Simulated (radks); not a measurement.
The numbers below are computed, except where a source is named.
Species: the nitrogen ion N+. Configuration: [He] 2s2 2p2. Code: a radial shooting solver on a logarithmic mesh with Libxc functionals. Model: scalar-relativistic Kohn-Sham, PBEsol, spin-polarised, spherical densities, point nucleus; open shells are filled with parallel spins first.

Local quantities along the radius. ELF = 1/(1 + alpha^2) is the electron localisation function; alpha = (tau - tau_W)/tau_unif compares the Pauli kinetic energy density with that of the uniform gas (summed over spins); 4 pi r^2 rho is in e/bohr. tau is taken from the large components.

r (bohr),ELF,alpha,4 pi r^2 rho
0.00719,1.000,0.001778,0.1225
0.008852,1.000,0.001830,0.1814
0.0109,1.000,0.001899,0.2670
0.01342,1.000,0.001990,0.3905
0.01652,1.000,0.002110,0.5665
0.02034,1.000,0.002269,0.8137
0.02504,1.000,0.002485,1.154
0.03083,1.000,0.002782,1.613
0.03766,1.000,0.003183,2.187
0.04637,1.000,0.003786,2.935
0.05709,1.000,0.004698,3.831
0.07029,1.000,0.006145,4.835
0.08654,1.000,0.008582,5.854
0.1066,1.000,0.01299,6.738
0.1312,1.000,0.02172,7.295
0.1615,0.998,0.04088,7.332
0.1989,0.992,0.08835,6.744
0.2448,0.953,0.2215,5.600
0.3015,0.718,0.6269,4.190
0.3712,0.253,1.719,2.946
0.457,0.096,3.061,2.255
0.5626,0.154,2.348,2.238
0.6927,0.489,1.022,2.670
0.8529,0.798,0.5037,3.097
1.042,0.883,0.3635,3.127
1.283,0.895,0.3432,2.636
1.579,0.862,0.3994,1.804
1.944,0.759,0.5631,0.9776
2.394,0.517,0.9667,0.4071
2.947,0.195,2.034,0.1263
3.629,0.034,5.313,0.02789
4.468,0.003,17.75,0.004081

On this mesh the ELF has minima near r = 0.46 bohr, which separate the shells, and maxima near 1.2 (0.89).
